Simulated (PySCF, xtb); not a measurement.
C2H7Cl2NSi, SMILES C[C@H](N)[SiH](Cl)Cl. Other conformers were not sampled.

Harmonic wavenumbers (cm⁻¹) from GFN2-xTB in xtb 6.7.1 at its own minimum, in rising order: 41, 100, 117, 147, 228, 258, 304, 342, 429, 460, 539, 622, 636, 689, 926, 947, 1004, 1080, 1091, 1159, 1284, 1329, 1410, 1498, 1503, 1573, 2268, 2924, 3005, 3022, 3037, 3386, 3410.

Q: What does PySCF 2.14.0 with PBE0-D3(BJ)/def2-SVP give at its own minimum? (Estimate from the structure and the level; the computed values follow.)

A: 63, 114, 139, 177, 251, 270, 318, 365, 449, 508, 599, 643, 802, 816, 820, 918, 981, 1091, 1109, 1200, 1289, 1366, 1386, 1462, 1469, 1636, 2271, 3038, 3044, 3132, 3140, 3528, 3615. Paired by order, the mean absolute difference is 53 cm⁻¹ and the zero-point energies are 58.3 and 60.1 kcal/mol.
